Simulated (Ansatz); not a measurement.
Cost and result for the atomization energy of ClFH₅NSi₂, SMILES `F[SiH2]N[SiH2]Cl` (10 atoms, 9 bonds).

```xyz
10

F    -1.973   -1.252   -1.274
Si   -0.972   -0.006   -1.224
N    -0.430    0.303    0.371
Si    1.053   -0.187    1.081
Cl    2.426    1.346    1.149
H    -1.735    1.154   -1.731
H     0.203   -0.356   -2.050
H    -1.039    0.863    0.952
H     1.623   -1.260    0.240
H     0.844   -0.606    2.484
```

Charge 0, multiplicity 1. The geometry is a stationary point of PBE0-D4/def2-TZVP. It is one conformer, not always the lowest. Program: Ansatz. Hardware: A = 2 threads of an AMD EPYC 7R13 on a shared host; B = 2 threads of an AMD EPYC 7R13 on a shared host and a share of an NVIDIA H100 80 GB. Times are those of one run each, without the atoms' runs, and a repeat can differ threefold. Electronic energies, without spin–orbit coupling; frozen cores. CCSD(T)/CBS adds CCSD(T) − MP2 in def2-TZVPP to the MP2 limit, and its time is that of the two runs behind it. T1 = 0.011. B3LYP takes the VWN-RPA correlation (the form of Gaussian; ORCA's B3LYP/G).

CCSD(T)/CBS is a level of theory with its own doubt, some kJ/mol a heavy atom from the limit and from the frozen cores, so smaller differences don't rank the functionals.

| level | functions | wall time | atomization (kcal/mol) | difference from CCSD(T)/CBS | per bond |
| --- | --- | --- | --- | --- | --- |
| CCSD(T)/def2-TZVPP [B] | 258 | 2.5 s | 800.1 | -27.0 | -3.0 |
| MP2/def2-QZVPP [B] | 474 | 2.6 s | 830.5 | 3.4 | 0.4 |
| PBE-D4/def2-TZVPP (with forces) [A] | 258 | 4.1 s | 822.6 | -4.5 | -0.5 |
| CCSD(T)/CBS(def2) | – | 5 s | 827.1 | 0.0 | 0.0 |
| PBE0-D4/def2-TZVPP [A] | 258 | 6 s | 812.9 | -14.2 | -1.6 |
| r2SCAN-D4/def2-TZVPP (with forces) [A] | 258 | 8 s | 821.2 | -5.9 | -0.7 |
| B3LYP-D4/def2-TZVPP (with forces) [A] | 258 | 8.5 s | 820.5 | -6.6 | -0.7 |
| B2PLYP/def2-TZVPP [A] | 258 | 9.6 s | 812.8 | -14.3 | -1.6 |
| ωB97X-V/def2-TZVPP [A] | 258 | 13 s | 829.8 | 2.7 | 0.3 |
| ωB97M-V/def2-TZVPP (with forces) [A] | 258 | 16 s | 827.3 | 0.2 | 0.0 |

From PBE to PBE0 (25 % exact exchange), in def2-TZVPP and without D4, the atomization energy moves by −8.9 kcal/mol: exact exchange takes away binding that semilocal exchange gives to molecules. In def2-TZVPP, CCSD(T) changes the Hartree–Fock value by +191.5 kcal/mol (the triples alone add +10.6 kcal/mol) and MP2 by +205.4 kcal/mol; breaking electron pairs costs correlation energy, which Hartree–Fock lacks. The D4 term adds +9.5 kcal/mol with B3LYP and +5.0 kcal/mol with PBE0; it sums over pairs of atoms, weighted by their polarisabilities, and B3LYP, whose exchange is more repulsive, gets the larger term.
